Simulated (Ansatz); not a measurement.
Total energies of `C[N]=[W](=[O])([OH])[N](C)C`.

```xyz
18

C    -1.2669    2.7071   -0.7049
N    -0.4113    1.5742   -0.7274
W     0.0171   -0.0731   -1.1530
O    -1.2521   -0.8740   -1.9910
O     1.5961   -0.0865   -2.2287
N     0.3315   -0.9788    0.5356
C     0.4851   -0.3988    1.8489
C     0.3180   -2.4279    0.5558
H    -1.4825    2.9954    0.3299
H    -0.7836    3.5633   -1.1876
H    -2.2189    2.5152   -1.2120
H     2.1434    0.6883   -2.3609
H     1.4401   -0.7013    2.2977
H    -0.3181   -0.7331    2.5193
H     0.4607    0.6878    1.7894
H     0.1629   -2.8356   -0.4455
H    -0.4903   -2.8019    1.1972
H     1.2688   -2.8205    0.9370
```

Charge 0, multiplicity 1. Correlated methods include outer-core shells of W, which these sets cover unevenly. W: def2 effective core potential. The geometry is a stationary point of PBE0-D4/def2-TZVP. It is one conformer, not always the lowest. Basis def2-TZVPP, the Gaussian-basis code of Ansatz.

RPA on PBE orbitals: Hartree–Fock energy of these orbitals -444.58446 Eh, correlation -2.93538 Eh (frozen core).

| functional | kind | energy without D4 (Eh) | D4 term (kJ/mol) |
| --- | --- | --- | --- |
| PBE | GGA | -447.30814 | -45.4 |
| revPBE | GGA | -447.66919 | -128.3 |
| r2SCAN | meta-GGA | -447.54421 | -12.1 |
| r2SCANh | meta-GGA hybrid, 10 % | -447.49042 | -12.9 |
| r2SCAN0 | meta-GGA hybrid, 25 % | -447.41239 | -14.2 |
| HSE06 (plane-wave form) | screened hybrid | -447.23429 | -36.6 |
| LC-ωPBE | long-range corrected hybrid | -447.47501 | – |
| ωB97X-V | range-separated hybrid GGA with VV10 | -447.53879 | – |
| B2PLYP | double hybrid | -447.30447 | – |
| PBE-QIDH | double hybrid | -447.10893 | – |

Task: Give the same for LDA (SPW92), BLYP, B97M-V, PBE0, B3LYP, BHLYP, CAM-B3LYP, ωB97M-V. (Best estimate.)

Result: Ansatz gave: 
```
 functional                                       kind  energy without D4 (Eh)  D4 term (kJ/mol)
LDA (SPW92)                                        LDA              -444.53101                 –
       BLYP                                        GGA              -447.58531             -96.3
     B97M-V                         meta-GGA with VV10              -447.64402                 –
       PBE0         global hybrid, 25 % exact exchange              -447.25399             -39.0
      B3LYP                        global hybrid, 20 %              -447.73403             -72.2
      BHLYP                        global hybrid, 50 %              -447.32475             -57.6
  CAM-B3LYP                     range-separated hybrid              -447.48133             -39.9
    ωB97M-V  range-separated hybrid meta-GGA with VV10              -447.44878                 –
```

B3LYP takes the VWN-RPA correlation (the form of Gaussian; ORCA's B3LYP/G). HSE06 is the plane-wave form, built on full-range PBE exchange. The double hybrids freeze the cores in their second-order part.

LC-ωPBE has ω = 0.4 bohr⁻¹.
